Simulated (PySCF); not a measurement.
# EPR parameters of C4H5F2OS

Species: C₄H₅F₂OS (doublet state).
Numbering: `[F:1][CH:2]([F:3])[O:4][C@@H:5]1[CH:6][CH2:7][S:8]1` (hydrogens: H9 on C2; H10 on C5; H11 on C6; H12, H13 on C7)

Structure used (GFN2-xTB), in Å, numbered top down from 1:
```xyz
13
C4H5F2OS angstrom
F      2.8908   -0.3563   -0.0855
C      2.0860    0.7000   -0.3702
F      2.7991    1.5248   -1.1386
O      0.9879    0.3135   -1.0626
C      0.0587   -0.4273   -0.3215
C     -1.1949   -0.7087   -1.0471
C     -2.2017   -0.2477   -0.0666
S     -0.8937    0.5034    0.9946
H      1.8535    1.2041    0.5893
H      0.5482   -1.2852    0.1611
H     -1.2859   -0.6620   -2.1149
H     -2.7201   -1.0303    0.4914
H     -2.9324    0.4722   -0.4400
```

The hyperfine couplings belong to this conformer and change with its torsions.

Method used: UKS B3LYP, pcH-1 on C F H O S, non-relativistic, mean-field spin-orbit, GIAO in PySCF 2.14.0. The structure is a single GFN2-xTB conformer in the gas phase; no vibrational or solvent corrections. Couplings are sensitive to structure, and on GFN2-xTB geometries they can be far from those on DFT ones. Stability of the SCF solution: not tested.

| Item | Value |
| --- | --- |
| g1, g2, g3 | 1.99929, 2.00231, 2.00281 |
| g_iso | 2.00147 |
| Form of g | close to axial: the two nearest values differ by 14 % of g3 − g1 |
| ⟨S²⟩ | 0.7539 (exact 0.7500) |

Hyperfine couplings atom by atom, in mT; T1 to T3 are the principal values of the dipolar part (MHz turned into mT with g_iso):

| atom | isotope | a_iso | of which spin–orbit | T1 | T2 | T3 | Mulliken spin population |
| --- | --- | --- | --- | --- | --- | --- | --- |
| F1 | 19F | 0.13 | 0.00 | -0.12 | -0.11 | 0.23 | 0.00 |
| C2 | 13C | 0.09 | 0.00 | -0.03 | -0.02 | 0.04 | 0.00 |
| F3 | 19F | 0.18 | 0.00 | -0.12 | -0.11 | 0.24 | 0.00 |
| O4 | 17O | -1.01 | 0.00 | -0.19 | 0.08 | 0.11 | 0.01 |
| C5 | 13C | -0.69 | 0.00 | -0.07 | -0.04 | 0.11 | -0.06 |
| C6 | 13C | 4.59 | 0.00 | -2.86 | -2.84 | 5.70 | 1.00 |
| C7 | 13C | -0.95 | 0.00 | -0.13 | -0.02 | 0.15 | -0.07 |
| S8 | 33S | 0.12 | 0.00 | -0.26 | -0.22 | 0.49 | 0.06 |
| H9 | 1H | -0.01 | 0.00 | -0.04 | -0.03 | 0.08 | 0.00 |
| H10 | 1H | 3.16 | 0.00 | -0.20 | -0.12 | 0.32 | 0.04 |
| H11 | 1H | -2.06 | 0.00 | -1.34 | -0.06 | 1.40 | -0.04 |
| H12 | 1H | 3.64 | 0.00 | -0.19 | -0.17 | 0.35 | 0.04 |
| H13 | 1H | 2.47 | 0.00 | -0.17 | -0.11 | 0.28 | 0.03 |

The largest Mulliken spin populations are on C6 (+1.00), C7 (-0.07), C5 (-0.06) and S8 (+0.06). No atom but C6 exceeds +0.15. The positive populations add up to 1.18 and the negative ones to -0.18, together 2S = 1. The angles at C6 add up to 350.8°, so it is slightly pyramidal.

Under fast tumbling the dipolar parts average out, and these isotropic splittings remain: 1 × 1H (H12, I = 1/2, 2 lines) with 3.64 mT, 1 × 1H (H10, I = 1/2, 2 lines) with 3.16 mT, 1 × 1H (H13, I = 1/2, 2 lines) with 2.47 mT, 1 × 1H (H11, I = 1/2, 2 lines) with 2.06 mT, 1 × 19F (F3, I = 1/2, 2 lines) with 0.18 mT and 1 × 19F (F1, I = 1/2, 2 lines) with 0.13 mT.

The 13C coupling of C6 (128.6 MHz) shows only in satellite lines or after enrichment, since that isotope makes up about 1.07 % of natural carbon.

The 17O coupling of O4 (-28.4 MHz) shows only in satellite lines or after enrichment, since that isotope makes up about 0.038 % of natural oxygen.

Time: 60 s of wall time (grids of density and orbitals included); peak memory 1.0 GiB. Hardware: an Arm Neoverse V2 with one thread, shared host.
